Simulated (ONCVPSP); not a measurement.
**Before and after: ONCV potential for P**

P (Z = 15), optimised norm-conserving Vanderbilt (ONCV), made with ONCVPSP 4.0.1 (PBE, scalar-relativistic). Core [Ne], reference 3s2 3p3. Waves: 3s: rc 1.40 bohr, ncon 3, nbas 8, qcut 5.1 1/bohr, 2 projectors, debl 1.3 Ha; 3p: rc 1.55 bohr, ncon 4, nbas 7, qcut 6.4 1/bohr, 1 projector. Local part: polynomial inside 1.10 bohr (lpopt 5, dvloc0 0 Ha). Core correction: Teter function, fcfact 1.5, rcfact 1.6.

All-electron outer shells of the reference configuration (PBE, scalar-relativistic, ld1.x):

```json
{"shell": "2s", "level (eV)": "-173.99", "outermost node (bohr)": "0.14", "outermost maximum (bohr)": "0.42"}
{"shell": "2p", "level (eV)": "-124.49", "outermost node (bohr)": "–", "outermost maximum (bohr)": "0.36"}
{"shell": "3s", "level (eV)": "-13.97", "outermost node (bohr)": "0.65", "outermost maximum (bohr)": "1.58"}
{"shell": "3p", "level (eV)": "-5.51", "outermost node (bohr)": "0.64", "outermost maximum (bohr)": "1.83"}
```

Change: all radii but the core radius scaled by about 1.19 (s 1.66, p 1.84 bohr); local potential polynomial inside 1.30 bohr (lpopt 5, dvloc0 0 Ha).

Cutoffs: the cutoffs (Ha) at which the residual kinetic energy of the hardest occupied pseudo-wave falls to 1 and 0.1 mHa per electron; they do not see the model core or the augmentation charge, which bear on the density cutoff. Errors are all-electron minus pseudo energies relative to the spin-unpolarised reference configuration.

Q: How do hardness, ghosts and transferability respond?

A: The potential gets neither clearly harder nor softer (10 Ha and 13 Ha → 9.7 Ha and 13 Ha); the s channel sets the loose cutoff, while the largest relative change is in p, which becomes harder; of the 4 tests that both files solve, the error grows in 1 and shrinks in 2 by more than 15 % and 0.3 meV (median size 2.4 → 4.3 meV); neither file shows a bound ghost.

```csv
quantity,base,changed
"cutoff, loose",10 Ha,9.7 Ha
"cutoff, tight",13 Ha,13 Ha
loose cutoff by channel,"s 10 Ha, p 4.7 Ha","s 9.7 Ha, p 6.9 Ha"
bound ghosts,none,none
GHOST(+) flags under 300 eV,s at 62.4 eV,s at 175.3 eV
"error for 3s2 3p2, meV [ΔE 9.73 eV]",+2.0,+1.5
"error for 3s2 3p1, meV [ΔE 28.88 eV]",+8.2,+7.2
"error for 3s2 3p0, meV [ΔE 58.62 eV]",+1.1,+7.5
"error for 3s1 3p3, meV [ΔE 18.85 eV]",+2.7,-0.7
"rms error of d²Exc/dni dnj with the model core, mHa",0.58,0.63
```
